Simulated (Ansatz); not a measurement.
Born–Oppenheimer molecular dynamics of AlCl$_{2}$FH$_{2}$ (6 atoms, charge 0, multiplicity 1). It starts at the highest image of a converged band. Of that band: The top lies less than 8 meV above the higher end, about what the thresholds resolve: that end is a shoulder or a very shallow well. A vibrational analysis at the climbing image gives one clearly imaginary mode, 256i cm⁻¹: a first-order saddle point.

The calculation used RKS PBE/def2-SVP in Ansatz.

```json
{"ensemble": "NVE (velocity Verlet)", "time step": "0.5 fs", "steps asked": "200", "starting velocities drawn for": "300 K", "seed": "5981"}
```

First frame:

```xyz
6
Properties=species:S:1:pos:R:3
Al 0.019 -0.438 -0.154
F 0.022 -0.035 1.774
Cl 1.832 0.220 -0.995
Cl -1.828 0.149 -0.976
H 0.050 -1.913 0.617
H 0.041 -1.066 1.665
```

(1) How far do the bonds stretch over the last three quarters of this one trajectory? (Pairs bonded in most of those frames.)

## Answers

(1) 
| bond | mean (Å) | spread (Å) | shortest | longest |
| --- | --- | --- | --- | --- |
| Al1–F2 | 2.100 | 0.075 | 1.96 | 2.20 |
| Al1–Cl3 | 2.120 | 0.022 | 2.08 | 2.15 |
| Al1–Cl4 | 2.115 | 0.028 | 2.08 | 2.16 |
| Al1–H5 | 1.616 | 0.028 | 1.58 | 1.68 |
| F2–H6 | 0.969 | 0.028 | 0.93 | 1.03 |

Mean temperature of the second half: 132 K. The conserved energy stayed within 0.039 meV per atom of its start (net change 0.017 meV per atom), so the integration is sound. A run of 0.1 ps of so small a system gives no equilibrium averages. The orbitals stay closed-shell, which can raise the energy where a bond breaks towards radicals; this wasn't checked here.

Run time: 11 min on 1 thread of Arm Neoverse N1, on a shared host, peak memory 0.14 GiB.
